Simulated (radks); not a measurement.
Problem. Mo24+, 18 electrons, occupied as [Ar]. Method: Dirac Kohn-Sham, LDA (Slater exchange, Perdew-Wang correlation), spin-unpolarised, spherical densities, finite nucleus; Fermi nuclear charge, rms radius 4.4091 fm; computed with a radial shooting solver on a logarithmic mesh with Libxc functionals. Some entries of the table are withheld. Estimate them.

| orbital | occ. | eigenvalue (eV) | r(max) (bohr) | <r> (bohr) |
|---|---|---|---|---|
| 1s1/2 | 2 | (1) | 0.02290 | 0.03521 |
| 2s1/2 | 2 | -3828.540 | 0.1295 | 0.1523 |
| 2p1/2 | 2 | (2) | 0.1007 | (3) |
| 2p3/2 | 4 | (4) | 0.1045 | (5) |
| 3s1/2 | 2 | -1336.070 | (6) | 0.3862 |
| 3p1/2 | 2 | -1259.281 | (7) | 0.3722 |
| 3p3/2 | 4 | -1235.519 | (8) | 0.3795 |

Solution. 
(1) 1s1/2 eigenvalue (eV): -20831.07
(2) 2p1/2 eigenvalue (eV): -3613.521
(3) 2p1/2 <r> (bohr): 0.1297
(4) 2p3/2 eigenvalue (eV): -3505.853
(5) 2p3/2 <r> (bohr): 0.1342
(6) 3s1/2 r(max) (bohr): 0.3606
(7) 3p1/2 r(max) (bohr): 0.3437
(8) 3p3/2 r(max) (bohr): 0.3510
